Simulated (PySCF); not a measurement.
Si(CF3)(Cl)2(H) (CHCl2F3Si), SMILES Cl[SiH](Cl)C(F)(F)F. Atoms are numbered in the order given.

```xyz
8

Si     0.5166     0.5805     0.0000
Cl     1.4085    -0.1601     1.6772
Cl     1.4085    -0.1601    -1.6772
C     -1.3065    -0.0300     0.0000
F     -1.4028    -1.3664     0.0000
F     -1.9555     0.4300    -1.0855
F     -1.9555     0.4300     1.0855
H      0.5427     2.0550     0.0000
```
Charge 0, spin multiplicity 1.

Coordinates come from a ωB97X-D3(BJ)/def2-SVP optimisation.

The numbers are results of PySCF with PBE0/pcSseg-1, not measurements.

GIAO shieldings, no solvent; atoms alike by connectivity are averaged. δ = σ(ref) − σ: ²⁹Si against TMS (σ = 352.7 ppm); ³⁵Cl against HCl (σ = 945.9 ppm); ¹³C against TMS (σ = 186.3 ppm); ¹⁹F against CFCl3 (σ = 167.2 ppm); ¹H against TMS (σ = 31.56 ppm), references at their B3LYP-D3(BJ)/def2-TZVP geometries, non-relativistic (without spin–orbit terms, shifts of atoms bonded to Cl or Br come out too high).

```
nucleus       atoms  count  δ (ppm)
-------  ----------  -----  -------
²⁹Si            Si1      1      2.4
³⁵Cl       Cl2, Cl3      2     46.4
¹³C              C4      1    133.6
¹⁹F      F5, F6, F7      3    -86.3
¹H               H8      1     5.74
```
